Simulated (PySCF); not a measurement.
Geometry (Å), atoms numbered from 1 in this order:
```xyz
15

O    -2.8026   -1.4586    0.1934
S    -2.0618   -0.3239   -0.2831
O    -2.2293    0.2671   -1.5908
O    -2.1835    0.8120    0.8433
C    -0.2582   -0.7713   -0.1011
F    -0.0050   -0.9256    1.1961
F    -0.0789   -1.9229   -0.7346
C     0.6851    0.2959   -0.7051
F     0.2407    1.5212   -0.3554
F     0.6746    0.1872   -2.0273
C     2.1496    0.1830   -0.2093
F     2.2400    0.5949    1.0433
F     2.5614   -1.0730   -0.2896
F     2.9198    0.9410   -0.9702
H    -1.8748    1.6550    0.4712
```

Geometry: PBE0-D3(BJ)/def2-SVP; GIAO shifts from PySCF, gas phase, non-relativistic, averaged over equivalent atoms.

At PBE0/pcSseg-1 (250 basis functions):
```
      atoms  δ (ppm)
      O1/O3    237.7
         O4    211.5
         S2    309.5
        C11    123.2
         C5    119.0
         C8    112.5
F12/F13/F14    -91.7
      F6/F7   -123.9
     F9/F10   -139.9
        H15     5.02
```

Shifts are taken against calculated references (same method and geometry level): H2O for ¹⁷O (σ = 334.56 ppm); ³³S (σ = 495.66 ppm) vs CS2; ¹³C (σ = 184.41 ppm) and ¹H (σ = 31.27 ppm) vs TMS; CFCl3 for ¹⁹F (σ = 177.25 ppm).

Q: What do these become at KT3/pcSseg-2?

A: 
```tsv
atoms	δ at KT3/pcSseg-2	change
O1/O3	232.5	-5.2
O4	208.3	-3.2
S2	319.4	+9.9
C11	125.9	+2.7
C5	121.0	+2.0
C8	115.3	+2.8
F12/F13/F14	-108.4	-16.7
F6/F7	-135.0	-11.1
F9/F10	-151.4	-11.5
H15	5.09	+0.07
```

δ = σ(ref) − σ, references computed at the same level: ¹⁷O (σref 323.80) against H2O; ³³S (σref 525.97) vs CS2; ¹³C (σref 181.31) and ¹H (σref 31.35) vs TMS; ¹⁹F (σref 146.91) against CFCl3.

The largest change is at F12/F13/F14 (fluorine of a CF3 group). Cost: 525 basis functions. The order of the carbon signals is the same at both levels.

Unscaled 19F shifts against computed CFCl3 carry errors that often reach 10 to 50 ppm. Experimental scales use liquid or dissolved standards, which lie at an offset from isolated H2O (liquid H2O: subtract about 36 ppm).
